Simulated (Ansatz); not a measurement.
`[SH][Cu]` from Hartree–Fock to CCSD(T)

Z-matrix (Å, degrees):
```
S
Cu 1 2.117
H 1 1.346 2 93.6
```

Total charge 0; spin multiplicity 1. Correlated methods include outer-core shells of Cu, which these sets cover unevenly. Scalar relativity is left out up to krypton. All single points use the PBE0-D4/def2-TZVP geometry. Frozen core, restricted reference, the Gaussian-basis code of Ansatz.

```csv
basis,HF (Eh),MP2 corr.
def2-SVP,-2036.70582,-0.51188
def2-TZVPP,-2037.07908,-1.03717
def2-QZVPP,-2037.13178,-1.07844
```

Problem. Estimate the CCSD correlation energy and the (T) correction in each basis where they were run (hartree).

Solution. 
```
     basis  CCSD corr.       (T)
  def2-SVP    -0.48782  -0.01884
def2-TZVPP    -0.94178  -0.03167
def2-QZVPP    -0.98377  -0.03930
```
